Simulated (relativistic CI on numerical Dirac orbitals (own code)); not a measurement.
What each ingredient does to the levels of Kr16+

Base calculation: Dirac-Coulomb-Breit CI, KLI orbitals optimised for each configuration, model QED, unscaled Slater integrals.

Configurations in the expansion (outside the closed core [Ne]): 3s2 3p6 3d2, 3s2 3p5 3d3, 3s 3p6 3d3, 3s2 3p6 3d 4s, 3s2 3p6 3d 4p, 3s2 3p6 3d 4d, 3s2 3p6 3d 4f, 3s2 3p5 3d2 4s, 3s2 3p6 4s2, 3s2 3p5 3d2 4p, 3s2 3p6 4s 4p, 3s2 3p6 3d 5s, 3p6 3d4, 3p5 3d5. Double excitations out of closed p, d and f shells are left out; levels of such configurations are missing from the list, as are those of other unlisted configurations, and high levels can miss mixing partners. These lack a partner that the ground configuration has and come out too high: 3s2 3p5 3d2 4s, 3s2 3p5 3d2 4p.

The lowest level and the first level of each name with at least 55 % of one term (blank where a level has no safe partner in the second run):

```csv
Level,Base (cm⁻¹),Shift (cm⁻¹)
3s2 3p6 3d2 3F_2,0,0
3s2 3p6 3d2 3F_3,10565,+21
3s2 3p6 3d2 3F_4,21484,+36
3s2 3p6 3d2 1D_2,45895,-20
3s2 3p6 3d2 3P_0,48120,+148
3s2 3p6 3d2 3P_1,52951,+117
3s2 3p6 3d2 3P_2,64177,+68
3s2 3p6 3d2 1G_4,72559,-294
3s2 3p6 3d2 1S_0,162025,+2052
3s2 3p5 3d3 5D°_2,742819,-1027
3s2 3p5 3d3 5D°_1,744195,-1025
3s2 3p5 3d3 5D°_0,746580,-1028
3s2 3p5 3d3 5S°_2,748001,-1002
3s2 3p5 3d3 5F°_5,763077,-1055
```

At this charge energies of transitions that change n are usually good to better than 1 %, and those within a shell (Δn = 0) to a few per cent. Terms inside the open d or f shell come out 10 to 20 % too wide with unscaled integrals.

One thing was changed in a second run, which moved the levels as shown. Which?
A. configuration mixing switched off
B. only the first 3 configurations
C. QED terms removed
D. Breit term removed

B. Only the first 3 configurations. With fewer configurations the levels that remain lose their mixing partners.

LS names give the leading component of a level, which can be under half, so a name can repeat, a term be missing and a line seem to break the LS rules.
